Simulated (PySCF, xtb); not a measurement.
boric acid (BH₃O₃), SMILES OB(O)O.

GFN2-xTB run with xtb at its own geometry gives an orbital gap of 9.10 eV and a dipole moment of 3.25 D.

Coordinates come from a TPSSh-D3(BJ)/def2-SVP optimisation. Other conformers were not sampled.

Problem. What does PBE/def2-TZVPD in PySCF give? (An estimate is asked for; the answer gives what the named calculation found.)

Solution. gap 6.27 eV (levels -7.55 and -1.28 eV), dipole 2.82 D.
